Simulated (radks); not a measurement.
Values are calculated unless marked as measured or tabulated.
Ionisation of the chlorine ion Cl2+, [Ne] 3s2 3p3, to Cl3+, [Ne] 3s2 3p2, under several functionals. Non-relativistic Kohn-Sham, spin-polarised, spherical densities, point nucleus; open shells are filled with parallel spins first; a radial shooting solver on a logarithmic mesh with Libxc functionals.

| functional | E(Cl2+) (hartree) | Exc (hartree) | IE (eV) | -e(HOMO) (eV) | <r> HOMO (bohr) | IE error (eV) |
|---|---|---|---|---|---|---|
| TPSS | -458.82994 | -27.51616 | 39.855 | 33.333 | 1.586 | +0.055 |
| exchange-only LDA | -456.10330 | -24.71390 | 38.472 | 31.972 | 1.598 | -1.328 |
| LDA (Slater exchange, Perdew-Zunger correlation) | -457.29176 | -25.92625 | 39.534 | 32.979 | 1.588 | -0.266 |
| exchange-only PBE | -458.06826 | -26.73086 | 38.801 | 32.288 | 1.596 | -0.999 |
| r2SCAN | -458.77968 | -27.47270 | 40.208 | 33.770 | 1.586 | +0.408 |
| PBEsol | -457.93623 | -26.59255 | 39.571 | 33.019 | 1.588 | -0.229 |
| exchange-only B88 | -458.21202 | -26.88165 | 38.834 | 32.313 | 1.593 | -0.966 |
| RPBE | -458.77080 | -27.45260 | 39.652 | 33.101 | 1.589 | -0.148 |
| MS2 meta-GGA | -458.80624 | -27.49992 | 40.065 | 33.613 | 1.586 | +0.265 |
| exchange-only r2SCAN | -458.22247 | -26.90599 | 39.540 | 33.167 | 1.591 | -0.260 |
| LDA (Slater exchange, Perdew-Wang correlation) | -457.29783 | -25.93295 | 39.586 | 33.029 | 1.587 | -0.214 |
| XLYP | -458.95283 | -27.63666 | 39.391 | 32.800 | 1.588 | -0.409 |

NIST Atomic Spectra Database: 39.8 eV (semi-empirical). Closest: TPSS. The Delta-SCF values span 1.74 eV, the total energies 2.85 hartree. The highest occupied level is 3p. Open shells are spherical and high-spin; term and fine-structure splittings are not resolved.
